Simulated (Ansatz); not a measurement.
Ansatz (a quantum-chemistry and plane-wave program) input (PBE/6-31G*):

Ansatz 0.2 input:
```yaml
crystal:
  periodic: [false, false, false]
  atoms:
    - {symbol: C, position_ang: [1.86584800, -0.11624000, 0.49619800]}
    - {symbol: N, position_ang: [0.89359100, 0.13212500, -0.63869800]}
    - {symbol: B, position_ang: [-0.58433900, 0.03451900, -0.11822000]}
    - {symbol: C, position_ang: [-1.28066400, -1.31430000, -0.37179100]}
    - {symbol: C, position_ang: [-1.14225900, 1.28490900, 0.58531600]}
    - {symbol: H, position_ang: [1.67578200, -1.10571000, 0.90360400]}
    - {symbol: H, position_ang: [1.70674700, 0.64112600, 1.25852000]}
    - {symbol: H, position_ang: [2.88085400, -0.05787900, 0.11335200]}
    - {symbol: H, position_ang: [1.07543500, -0.54766600, -1.37855000]}
    - {symbol: H, position_ang: [1.08302900, 1.05760300, -1.02704700]}
    - {symbol: H, position_ang: [-0.62335000, -2.18645700, -0.31402200]}
    - {symbol: H, position_ang: [-2.14795400, -1.47720100, 0.26649000]}
    - {symbol: H, position_ang: [-1.65890100, -1.29590700, -1.40652000]}
    - {symbol: H, position_ang: [-0.54173800, 2.19345500, 0.52427900]}
    - {symbol: H, position_ang: [-2.14917800, 1.50437400, 0.21574200]}
    - {symbol: H, position_ang: [-1.29171600, 1.05058000, 1.64779500]}
basis:
  gaussian:
    orbitals: 6-31G*
hamiltonian:
  xc: {name: PBE}
total_charge: 1
relax: {f_tol: 0.003, max_steps: 120}
```

From the output:

```
mean field: 0.29 GiB planned
mean field evaluation 96: about -5443.4834 eV, gradient 3.8e-1 eV
mean field -5443.39351481 eV, -200.0410220046 hartree, gradient 2.4e-5 eV, S^2 0.000000; 0 other end points of the search recorded, 0 dependent functions left out
the calculation of the forces begins
reference -5443.39354012 eV, -200.0410229349 hartree; 20, 20 occupied and 77, 77 virtual orbitals, 1318 factors
relax step  13: F+E_penalty+E_count = -5443.39351481 eV  Δ(F+E_penalty+E_count) = -3.728e-6 eV  max|allowed force component| = 2.456e-3 eV/Å  Δτ_max = 0.0019 Å  (20 SCF iters, accepted)
integrals: 0.05 GiB planned
1318 factors; their error is unknown
mean field: 0.29 GiB planned
mean field -5443.39351481 eV, -200.0410220046 hartree, gradient 2.4e-5 eV, S^2 0.000000; 1 other end points of the search recorded, 0 dependent functions left out
the calculation of the forces begins
reference -5443.39354012 eV, -200.0410229349 hartree; 20, 20 occupied and 77, 77 virtual orbitals, 1318 factors
Total energy: -5443.39354012 eV, -200.0410229349 hartree
Atom 0 at     1.886920    -0.126852     0.487406 Å, force    -0.001478     0.000438    -0.002234 eV/Å
Atom 1 at     0.904179     0.141439    -0.639630 Å, force     0.002270    -0.000378     0.002456 eV/Å
Atom 2 at    -0.585884     0.033238    -0.104508 Å, force    -0.001926    -0.000013     0.000217 eV/Å
Atom 3 at    -1.277930    -1.331296    -0.351937 Å, force    -0.000962     0.000598     0.000352 eV/Å
Atom 4 at    -1.155529     1.299902     0.582681 Å, force     0.001668     0.000523     0.000859 eV/Å
Atom 5 at     1.702184    -1.135899     0.881570 Å, force     0.000093     0.000428    -0.000104 eV/Å
Atom 6 at     1.729572     0.622163     1.275592 Å, force     0.000015    -0.000271    -0.000363 eV/Å
Atom 7 at     2.912314    -0.056850     0.098455 Å, force    -0.000010    -0.000072     0.000372 eV/Å
Atom 8 at     1.083899    -0.532446    -1.402442 Å, force    -0.000100     0.000118    -0.000009 eV/Å
Atom 9 at     1.092644     1.084167    -1.019543 Å, force    -0.000176    -0.000239    -0.000157 eV/Å
Atom 10 at    -0.610135    -2.211700    -0.349912 Å, force     0.000196    -0.000258     0.000006 eV/Å
Atom 11 at    -2.118333    -1.516619     0.335703 Å, force     0.000534    -0.000094    -0.000077 eV/Å
Atom 12 at    -1.725640    -1.297406    -1.370503 Å, force     0.000470    -0.000232    -0.000496 eV/Å
Atom 13 at    -0.521194     2.201568     0.594169 Å, force    -0.000297    -0.000141     0.000084 eV/Å
Atom 14 at    -2.122848     1.564768     0.110825 Å, force    -0.000287    -0.000349    -0.000288 eV/Å
Atom 15 at    -1.433029     1.059154     1.628522 Å, force    -0.000010    -0.000057    -0.000619 eV/Å
Dipole moment:     0.512074     0.068033    -0.334440 e Å
```

The dipole moment of an ion depends on the origin.

The geometry given is a B3LYP-D3(BJ)/def2-TZVP minimum.
